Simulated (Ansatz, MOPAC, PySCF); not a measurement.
The molecule LiMg+, closed-shell singlet (lowest of 2S+1 = 1, 3 at CCSD(T)/def2-TZVPP on PBE0 minima; our sources give no spin for the ground state, which may be another).

Constants: fifth-degree fit in 1/R to seven points, most abundant isotopes. Runs in def2 and cc sets follow the lowest solution found near the PBE0 minimum. The singlet is held restricted. HF and MP2 rows in def2 and cc sets belong to the determinant that coupled cluster picked by its CCSD energy.

Run with Ansatz (Gaussian basis) for Hartree–Fock, density functionals and correlated methods; MOPAC for AM1 (differences of heats of formation); PySCF for 3-21G rows, 6-31G* rows. 

```
level                 r_e (Å)  ω_e (cm⁻¹)  B_e (cm⁻¹)  ω_e x_e (cm⁻¹)
--------------------  -------  ----------  ----------  --------------
AM1                     2.806         344       0.395             7.0
HF/3-21G                2.950         265       0.357             2.7
HF/6-31G*               2.979         255       0.350             2.4
HF/def2-TZVPP           2.976         250       0.351             2.4
HF/def2-QZVPP           2.962         257       0.354             2.5
SVWN5/def2-TZVPP        2.882         258       0.374             2.4
PBE/def2-TZVPP          2.911         257       0.366             2.3
BP86/6-31G*             2.941         251       0.359             2.4
r2SCAN/def2-TZVPP       2.951         249       0.357             2.4
B97M-V/def2-TZVPP       2.923         236       0.363             1.7
B3LYP/6-31G*            2.907         260       0.368             2.4
B3LYP/def2-TZVPP        2.900         257       0.369             2.4
PBE0/def2-TZVPP         2.908         261       0.367             2.3
BHLYP/def2-TZVPP        2.891         263       0.372             2.4
CAM-B3LYP/def2-TZVPP    2.870         266       0.377             2.5
wB97X-V/def2-TZVPP      2.890         269       0.372             2.4
wB97M-V/def2-TZVPP      2.884         253       0.373             2.7
B2PLYP/def2-TZVPP       2.907         257       0.367             2.4
MP2/6-31G*              2.947         262       0.358             2.5
MP2/def2-TZVPP          2.938         252       0.360             2.3
MP2/def2-QZVPP          2.901         265       0.369             2.5
SCS-MP2/def2-TZVPP      2.941         252       0.359             2.3
SCS-MP2/def2-QZVPP      2.903         265       0.369             2.5
CCSD/def2-TZVPP         2.936         253       0.360             2.2
CCSD/def2-QZVPP         2.896         268       0.370             2.4
CCSD(T)/def2-TZVPP      2.935         253       0.360             2.2
CCSD(T)/def2-QZVPP      2.896         267       0.370             2.4
```

Correlated levels freeze the inner cores; with def2 sets outer-core shells near the valence are correlated too. Rows in 3-21G, 6-31G* carry no dispersion term and start afresh at each structure (6-31G* with six Cartesian d functions). MP2/6-31G* freezes PySCF's default core, which is smaller on s-block atoms. The state that AM1 reach isn't checked.

Doubts at one or more of the structures used: a restricted determinant that unrestricted orbitals would lower (HF/def2-TZVPP, HF/def2-QZVPP, MP2/def2-TZVPP, MP2/def2-QZVPP, SCS-MP2/def2-TZVPP, SCS-MP2/def2-QZVPP, CCSD/def2-TZVPP, CCSD/def2-QZVPP, CCSD(T)/def2-TZVPP, CCSD(T)/def2-QZVPP).

Ansatz is an electronic-structure program.
